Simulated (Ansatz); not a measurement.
Isolated molecules relaxed with PBE0-D4/def2-TZVP in Ansatz; ΔE leaves out vibrations. CBS: MP2 limit from def2 TZ/QZ plus the TZ coupled-cluster correction, frozen cores. DFT in def2-TZVPP. def2 core potentials past Kr. For In outer-core shells are correlated without core-valence functions, which leaves a few kJ/mol of doubt a bond. Each species was taken in one conformer, which may not be the lowest.

Consider the redistribution: `[SiH3]O[Si]1(Cl)CO1` + `[CH3][InH2]` → `C[Si]1(Cl)CO1` + `[SiH3][O][InH2]`.

```csv
level,ΔE (kcal/mol)
r2SCAN-D4,4.8
ωB97M-V,6.3
HF/def2-QZVPP,8.8
SCS-MP2/def2-QZVPP,6.0
```

Q: What does CCSD(T)/CBS give? (Best estimate.)

A: The calculation gave: +5.4 kcal/mol. The listed levels differ from it by -0.6, 0.9, 3.4, 0.6 kcal/mol.

Largest T1 diagnostic among the species: 0.015.

From PBE to PBE0 (25 % exact exchange), in def2-TZVPP and without D4, ΔE moves by +1.8 kcal/mol. In def2-TZVPP, CCSD(T) changes the Hartree–Fock value by −2.2 kcal/mol (the triples alone add −0.7 kcal/mol) and MP2 by −2.2 kcal/mol.
